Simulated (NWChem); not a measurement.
System: Si₂H₅O₂F; SMILES O[Si](O)(F)[SiH3]

```xyz
10

O     -1.5521    -0.8440    -0.4415
Si    -0.0213    -0.4065    -0.0220
O      0.3218    -1.1345     1.4289
F      1.0617    -0.9724    -1.0866
Si     0.0831     1.9222     0.0029
H     -1.8117    -1.7478    -0.2058
H      1.2543    -1.3202     1.6096
H      1.4604     2.3543     0.3708
H     -0.2500     2.4888    -1.3313
H     -0.8648     2.4613     1.0142
```
Atoms are numbered in this order, from 1.

Results from NWChem. Pople sets run with spherical d functions. All runs use the structure optimised with B3LYP/6-31G* (spherical d). Atomic charges in e: unrestrained fits to the electrostatic potential beside Mulliken populations; buried atoms are poorly determined by the fit.

Problem. Predict the results for Hartree-Fock/6-31G*. Quantities: ESP O1; Mulliken O1; ESP Si2; Mulliken Si2; ESP O3; Mulliken O3; ESP F4; Mulliken F4; ESP Si5; Mulliken Si5; relative RMS misfit of the potential (%).

Solution. 
| Quantity | Value |
|---|---|
| ESP O1 | -0.82 |
| Mulliken O1 | -0.88 |
| ESP Si2 | 1.19 |
| Mulliken Si2 | 1.43 |
| ESP O3 | -0.82 |
| Mulliken O3 | -0.89 |
| ESP F4 | -0.43 |
| Mulliken F4 | -0.54 |
| ESP Si5 | 0.20 |
| Mulliken Si5 | 0.29 |
| relative RMS misfit of the potential (%) | 22 |
